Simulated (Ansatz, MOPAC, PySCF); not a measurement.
Species: CaCl₂, charge 0, multiplicity 1. SMILES: [Ca]([Cl])[Cl]
Geometry: optimised at B3LYP-D3(BJ)/def2-TZVP (Ansatz, a quantum-chemistry and plane-wave program).

Wanted: vertical ionisation energy to the doublet, in eV. Conventions: UHF or UKS for open shells; non-relativistic; 6-311+G** with 5d, 6d on Na to Ar in Ansatz; each state is the SCF solution reached for its charge and spin; no dispersion term unless named; valence correlation only (noble-gas shells and the d and f shells of earlier blocks; the outer core of K, Ca and congeners matters and is frozen too); no spin-orbit coupling; LANL2DZ with its own core potentials from Na on; six Cartesian d functions in 6-31G* and its kin unless marked 5d. First-principles rows: single points at B3LYP-D3(BJ) geometries (Ansatz). Semi-empirical rows: differences of heats of formation at the shared geometry for vertical values.

```tsv
level	program	vertical ionisation energy to the doublet (eV)
PM3	MOPAC	10.33
PM6	MOPAC	10.59
HF/6-31G*	Ansatz	9.99
PBE/6-31G*	Ansatz	9.92
PBE/6-311+G**	Ansatz	9.93
B3LYP/6-31G*	Ansatz	10.28
B3LYP/6-31G* with LANL2DZ past Ar	Ansatz	10.13
B3LYP/6-311+G**	Ansatz	10.31
M06-2X/6-31G* with LANL2DZ past Ar (5d)	PySCF	11.03
MP2/6-31G*	Ansatz	10.67
MP2/6-31G* with LANL2DZ past Ar	Ansatz	10.63
B3LYP/def2-TZVPD	Ansatz	10.25
PBE0/def2-TZVPD	Ansatz	10.32
wB97M-V/def2-TZVPD	Ansatz	10.90
```

No value to compare with is used here. The 11 habitual levels span 9.92 (PBE/6-31G*) to 11.03 eV (M06-2X/6-31G* with LANL2DZ past Ar (5d)); B3LYP/def2-TZVPD gives 10.25.

The levels are drawn from those run, B3LYP/6-31G* more often than the rest, none by its result; runs whose electronic state is in doubt are left out.
